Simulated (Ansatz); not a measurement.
Geometry optimisation, RKS PBE0/def2-SVP (Ansatz 0.2.0).

input.yaml

```yaml
crystal:
  periodic: [false, false, false]
  atoms:
    - { symbol: C, position_ang: [0.657, 1.0317, 0.1731] }
    - { symbol: O, position_ang: [-0.6801, 0.9831, 0.8385] }
    - { symbol: Si, position_ang: [-1.5033, -0.4844, 0.5772] }
    - { symbol: O, position_ang: [-0.3338, -1.3415, -0.417] }
    - { symbol: Si, position_ang: [1.0201, -0.5269, -0.8385] }
    - { symbol: H, position_ang: [1.378, 1.2737, 0.9175] }
    - { symbol: H, position_ang: [0.5992, 1.9372, -0.5138] }
    - { symbol: H, position_ang: [-1.5947, -1.1791, 1.8726] }
    - { symbol: H, position_ang: [-2.7474, -0.2396, -0.072] }
    - { symbol: H, position_ang: [1.0778, -0.2817, -2.2619] }
    - { symbol: H, position_ang: [-7.0e-05, -2.23785, -0.67249] }
basis:
  gaussian: { orbitals: def2-SVP }
hamiltonian:
  xc: pbe0
relax:
  f_tol: 0.02
  max_steps: 50
output:
  orbitals: {}
```

Command:

```bash
$ ansatz run input.yaml --threads 2 --pin off --max-ram 3072MiB --backend cpu --events-out ev --progress --plain --runs-dir out
```

Question: Where does it end, and by what steps?

Answer: It converged. After 16 steps the energy has fallen by 2.229 eV; H10 moved furthest, 0.86 Å.

| step | energy less start (eV) | largest force component (eV/Å) | accepted |
| --- | --- | --- | --- |
| 0 | 0.0000 | 7.710 | yes |
| 1 | -1.3067 | 4.054 | yes |
| 2 | -1.8995 | 1.279 | yes |
| 3 | -1.7605 | 5.876 | no |
| 4 | -2.0713 | 0.270 | yes |
| 5 | -2.1196 | 0.153 | yes |
| 6 | -2.1646 | 0.171 | yes |
| 7 | -2.1958 | 0.761 | yes |
| 8 | -2.2197 | 0.331 | yes |
| 9 | -2.2192 | 0.289 | no |
| 10 | -2.2266 | 0.113 | yes |
| 11 | -2.2252 | 0.139 | no |
| 12 | -2.2282 | 0.027 | yes |
| 13 | -2.2287 | 0.049 | yes |
| 14 | -2.2289 | 0.031 | yes |
| 15 | -2.2289 | 0.022 | yes |
| 16 | -2.2290 | 0.010 | yes |

```xyz
11
Properties=species:S:1:pos:R:3
C 0.740 1.006 0.142
O -0.682 0.994 0.392
Si -1.440 -0.451 0.435
O -0.271 -1.459 -0.357
Si 1.279 -0.393 -1.122
H 1.268 0.930 1.112
H 0.994 1.994 -0.276
H -1.616 -1.056 1.785
H -2.708 -0.436 -0.330
H 0.320 0.111 -2.205
H -0.011 -2.305 0.027
```

Whether the end is a true minimum wasn't checked by a vibrational analysis.

The run took 88 s on 2 threads of Arm Neoverse N1, with other jobs on the host, peak memory 0.25 GiB.
